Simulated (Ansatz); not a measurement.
Z-matrix (Å, degrees):
```
C
C 1 1.493
Ge 1 1.989 2 65.5
H 1 1.089 2 116.5 3 -110.9
H 1 1.089 2 116.5 3 111.1
N 2 1.252 1 141.3 3 -179.9
H 3 1.526 1 117.0 2 107.3
H 3 1.526 1 117.0 2 -107.4
H 6 1.027 2 110.6 1 -0.0
```

The species carries charge 0 and has multiplicity 1.

(1) List the PBE/def2-TZVPP orbital energies in eV (the Gaussian-basis code of Ansatz). (Estimate.)

## Answers

(1) The calculation gave: Occupied: -10804.56, -1337.93, -1191.35, -1191.33, -1191.33, -380.42, -270.47, -269.32, -162.51, -113.97, -113.93, -113.93, -29.83, -29.80, -29.77, -29.73, -29.69, -22.64, -18.79, -14.14, -12.88, -11.71, -11.10, -9.04, -8.67, -7.93, -6.47, -5.45. Lowest empty: -1.86, -0.91, -0.25, 0.66, 1.29, 1.72, 2.25, 2.44.
